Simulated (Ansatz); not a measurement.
GeH7NO3Si (`[OH][GeH2][NH][SiH](O)O`): the same geometry under several functionals.

```yaml
crystal:
  periodic: [false, false, false]
  atoms:
    - {symbol: O, position_ang: [-0.096082, -2.213007, -0.047917]}
    - {symbol: Ge, position_ang: [0.456962, -1.090308, -1.339580]}
    - {symbol: N, position_ang: [0.669747, 0.560801, -0.591456]}
    - {symbol: Si, position_ang: [-0.478623, 1.238918, 0.485763]}
    - {symbol: O, position_ang: [0.376177, 1.649183, 1.828899]}
    - {symbol: O, position_ang: [-1.658848, 0.132451, 0.708881]}
    - {symbol: H, position_ang: [0.604725, -2.435659, 0.569952]}
    - {symbol: H, position_ang: [1.810838, -1.545272, -1.908742]}
    - {symbol: H, position_ang: [-0.703194, -1.136690, -2.333312]}
    - {symbol: H, position_ang: [1.611431, 0.921644, -0.573248]}
    - {symbol: H, position_ang: [-1.176157, 2.446432, -0.010433]}
    - {symbol: H, position_ang: [-0.042203, 2.261478, 2.436025]}
    - {symbol: H, position_ang: [-1.374773, -0.789991, 0.775168]}
basis:
  gaussian: {orbitals: def2-TZVPP}
hamiltonian: {xc: pbe0, dispersion: d4}
output: {orbitals: {seedname: orbitals}}
```

```sh
$ ansatz run in.yaml --threads 2 --pin off --events-out ev --progress --plain --max-ram 32768MiB --backend cuda --devices 0, --max-vram 18GiB
```

It prints (some lines left out):

```
Functional definition: PBE0
1713 factors; their error is unknown
mean field evaluation 1: about -72114.2499 eV, gradient 1.0e2 eV
mean field evaluation 2: about -72088.4789 eV, gradient 1.5e2 eV
mean field evaluation 4: about -72130.5128 eV, gradient 7.1e0 eV
mean field evaluation 8: about -72130.5973 eV, gradient 1.5e-1 eV
mean field evaluation 16: about -72130.9010 eV, gradient 9.2e-5 eV
mean field -72130.90098933 eV, -2650.7617192772 hartree, gradient 1.9e-5 eV, S^2 0.000000; 0 other end points of the search recorded, 0 dependent functions left out
reference -72130.90102458 eV, -2650.7617205724 hartree; 42, 42 occupied and 270, 270 virtual orbitals, 1713 factors
Total energy: -72131.18131808 eV, -2650.7720211687 hartree
```

It took 12 s on 2 threads of an AMD EPYC 7R13 on a shared host and a share of an NVIDIA H100 80 GB, with 0.85 GiB of host memory at the peak.

With the line `hamiltonian: {xc: {name: B2PLYP}}` (abridged; 4.5 s):

```
Functional definition: B2PLYP
mean field evaluation 16: about -72119.8373 eV, gradient 4.5e-4 eV
mean field -72119.83734662 eV, -2650.3551379067 hartree, gradient 4.0e-6 eV, S^2 0.000000
18 core orbitals not correlated: weight in the atoms' cores, before any rotation towards them, 1.000 or more for the frozen orbitals, at most 0.000 for the correlated occupied ones
second order -43.13471845 eV of doubles, -0.00000000 eV of singles
Total energy: -72131.48391008 eV, -2650.7831412194 hartree
```
